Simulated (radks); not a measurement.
Task: Sr XIII, configuration [Ar] 3d8 (the NIST ground configuration). All-electron calculation, scalar-relativistic Kohn-Sham, PBE, spin-polarised, spherical densities, finite nucleus; open shells are filled with parallel spins first (spin-orbit coupling, left out, can overturn this in heavy ions); Fermi nuclear charge, rms radius 4.224 fm. Program: a radial shooting solver on a logarithmic mesh with Libxc functionals. Some entries of the table are withheld. Estimate them.

| orbital | occ. | eigenvalue (eV) | r(max) (bohr) | <r> (bohr) |
|---|---|---|---|---|
| 1s up | 1 | -16224.85 | 0.02553 | 0.03916 |
| 1s down | 1 | -16224.84 | 0.02553 | 0.03916 |
| 2s up | 1 | -2443.214 | 0.1451 | 0.1723 |
| 2s down | 1 | -2440.341 | 0.1450 | 0.1722 |
| 2p up | 3 | -2203.173 | (1) | (2) |
| 2p down | 3 | -2201.029 | (3) | (4) |
| 3s up | 1 | -597.1599 | 0.4300 | (5) |
| 3s down | 1 | -593.2142 | 0.4304 | (6) |
| 3p up | 3 | -519.0965 | 0.4230 | 0.4797 |
| 3p down | 3 | -515.1254 | 0.4235 | 0.4809 |
| 3d up | 5 | -392.1013 | 0.3631 | 0.4604 |
| 3d down | 3 | -387.6996 | 0.3642 | 0.4625 |

Result: 
(1) 2p up r(max) (bohr): 0.1160
(2) 2p up <r> (bohr): 0.1502
(3) 2p down r(max) (bohr): 0.1159
(4) 2p down <r> (bohr): 0.1501
(5) 3s up <r> (bohr): 0.4785
(6) 3s down <r> (bohr): 0.4794
